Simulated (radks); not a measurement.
Q: All-electron atom: the copper ion Cu2+ in [Ar] 3d9 (the NIST ground configuration). All-electron calculation, Dirac Kohn-Sham, revPBE, spin-unpolarised, spherical densities, finite nucleus; open shells are shared between the two j in proportion to 2j + 1; Fermi nuclear charge, rms radius 3.8823 fm. Program: a radial shooting solver on a logarithmic mesh with Libxc functionals. Some entries of the table are withheld. Estimate them.

orbital  occ.  eigenvalue (eV)  r(max) (bohr)  <r^2> (bohr^2)
1s1/2       2        -8875.100        0.03410             (1)
2s1/2       2        -1087.861         0.1966         0.06518
2p1/2       2        -955.9299            (2)         0.05122
2p3/2       4        -935.4380            (3)         0.05277
3s1/2       2        -140.2292            (4)          0.5822
3p1/2       2         -99.2689         0.6139          0.6432
3p3/2       4         -96.6711         0.6218          0.6614
3d3/2     3.6         -29.6810         0.5961           1.106
3d5/2     5.4         -29.3811         0.5990           1.121

A: 
(1) 1s1/2 <r^2> (bohr^2): 0.003655
(2) 2p1/2 r(max) (bohr): 0.1564
(3) 2p3/2 r(max) (bohr): 0.1591
(4) 3s1/2 r(max) (bohr): 0.6132
